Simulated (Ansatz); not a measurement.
```xyz
2

N     0.0000    0.0000    0.0000
H     0.0000    0.0000    1.4280
```

Basis set: pcseg-2 (spherical functions). Charge 0, multiplicity 1.

Computed with Ansatz (development build ahead of 0.2.0); each method stands on the lowest determinant of its kind that the runs found. Restricted functionals stand beside restricted open-shell atoms, which can lie above the unrestricted atoms usual in DFT and then raise those values.

The atomization energy at this shape (free ground-state atoms in the same class of orbitals less the molecule, no zero-point energy) of singlet NH:

```json
{"method": "PBE0 (restricted)", "atomization energy": "-0.14 eV"}
{"method": "UHF", "atomization energy": "-0.37 eV"}
{"method": "RHF", "atomization energy": "-2.37 eV"}
```

Task: What does PBE0 (unrestricted) give?

Result: 1.67 eV. Caution: another spin multiplicity may lie lower; the shape is not the minimum. Caution for PBE0 (unrestricted), UHF: the unrestricted determinant is a mixture of spin states. Caution for PBE0 (restricted), RHF: an unrestricted determinant lies well below. Caution for RHF: the molecule lies well above its atoms at this level.
